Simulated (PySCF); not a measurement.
Highest occupied level (eV) of eight silicon and germanium compounds: PBE beside HF, computed with PySCF for isolated molecules in the bases named; differences from unrounded values. The eight are the first of their class met in an unordered collection, after screening for sound electronic states; none was chosen by its value. Each molecule has one DFT geometry for both levels.

```
molecule                                                              basis      HF
----------------------------------------------------------------  ---------  ------
C₃H₅ClSi, SMILES C#C[Si@@H](C)Cl                                  def2-TZVP  -11.08
CH7F2NSi2, SMILES C[Si](F)(F)[SiH2]N                              def2-TZVP  -10.78
dihydroxy(hydroxysilyl)silane (H6O3Si2), SMILES O[SiH2][SiH](O)O  def2-TZVP  -10.91
C2H6OSi2, SMILES [Si@H]1(C=C[SiH2]1)O                             def2-TZVP  -10.08
C2H6F2Ge, SMILES [CH3][Ge]([CH3])([F])[F]                         def2-TZVP  -12.21
CH₅FO₂Si₂, SMILES F[Si@H]1OC[SiH2]O1                              def2-TZVP  -11.91
C2H5ClOSi2, SMILES Cl[SiH2]C#C[SiH2]O                             def2-TZVP  -11.11
C3H8OSi2, SMILES [C@@H]1(OC=C[SiH2]1)[SiH3]                       def2-TZVP   -9.36
```

**Question.** Estimate the PBE values and say how PBE differs from HF over the set. (Estimate from the structure and the level; the computed values follow.)

**Answer.** 
```
molecule                                                            PBE  difference
----------------------------------------------------------------  -----  ----------
C₃H₅ClSi, SMILES C#C[Si@@H](C)Cl                                  -7.12        3.96
CH7F2NSi2, SMILES C[Si](F)(F)[SiH2]N                              -6.14        4.64
dihydroxy(hydroxysilyl)silane (H6O3Si2), SMILES O[SiH2][SiH](O)O  -6.68        4.23
C2H6OSi2, SMILES [Si@H]1(C=C[SiH2]1)O                             -6.25        3.82
C2H6F2Ge, SMILES [CH3][Ge]([CH3])([F])[F]                         -7.56        4.65
CH₅FO₂Si₂, SMILES F[Si@H]1OC[SiH2]O1                              -7.00        4.91
C2H5ClOSi2, SMILES Cl[SiH2]C#C[SiH2]O                             -7.23        3.88
C3H8OSi2, SMILES [C@@H]1(OC=C[SiH2]1)[SiH3]                       -5.58        3.78
```
PBE lies below HF in 0 and above it in 8 of the eight; the mean signed difference is 4.23 and the largest 4.91 eV.
